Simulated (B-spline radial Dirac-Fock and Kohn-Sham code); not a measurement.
## EELS cross sections of the Hf N4 (4d3/2) edge

System: the free hafnium atom, [Xe] 4f14 5d2 6s2. These are calculated numbers from a radial B-spline solver; the model is the first Born approximation with generalised oscillator strengths from a Dirac-Hartree-Slater potential (longitudinal and transverse terms; continuum final states only, so no white lines or fine structure). The edge is taken at 220.0 eV (tabulated value).

Input file task.json (cfg lists n, l and occupation; rrms is the nuclear radius in fm):

```json
{"items": [{
  "Z": 72,
  "q": 0,
  "cfg": [[1, 0, 2], [2, 0, 2], [2, 1, 6], [3, 0, 2], [3, 1, 6], [3, 2, 10], [4, 0, 2], [4, 1, 6], [4, 2, 10], [4, 3, 14], [5, 0, 2], [5, 1, 6], [5, 2, 2], [6, 0, 2]],
  "A": 180,
  "rrms": 5.347,
  "do": "eels",
  "beams": [[60, 5], [60, 10], [60, 20], [80, 50], [100, 5], [100, 100], [120, 5], [120, 20], [120, 50], [200, 20], [200, 50], [300, 5], [300, 10], [300, 20]],
  "edges": {"N4": 220.0}
}]}
```

Launch: `python xray2_run.py task.json out`

Partial cross sections σ(β, Δ) in barn, integrated over a window Δ above the edge and up to the collection semi-angle β, for parallel illumination:

| E₀ (kV) | β (mrad) | Δ = 25 eV | Δ = 50 eV | Δ = 100 eV | Δ = 200 eV | Δ = 300 eV |
| --- | --- | --- | --- | --- | --- | --- |
| 60 | 5 | 584 | 976 | 1380 | 2060 | 2610 |
| 60 | 10 | 998 | 1690 | 2450 | 3810 | 5020 |
| 60 | 20 | 1540 | 2660 | 3930 | 6260 | 8400 |
| 80 | 50 | 2050 | 3750 | 5930 | 9770 | 13400 |
| 100 | 5 | 568 | 957 | 1370 | 2110 | 2760 |
| 100 | 100 | 1870 | 3470 | 5620 | 9470 | 13200 |
| 120 | 5 | 556 | 940 | 1350 | 2100 | 2770 |
| 120 | 20 | ? | ? | ? | ? | ? |
| 120 | 50 | 1620 | 2980 | 4760 | 7930 | 11000 |
| 200 | 20 | 1030 | 1840 | 2810 | 4580 | 6250 |
| 200 | 50 | 1220 | 2260 | 3640 | 6120 | 8520 |
| 300 | 5 | 512 | 876 | 1280 | 2060 | 2800 |
| 300 | 10 | 710 | 1230 | 1840 | 2990 | 4090 |
| 300 | 20 | 934 | 1680 | 2610 | 4300 | 5910 |

Q: Give the row for 120 kV and 20 mrad.

A: 1200 b for 25 eV, 2110 b for 50 eV, 3170 b for 100 eV, 5130 b for 200 eV, 6960 b for 300 eV.
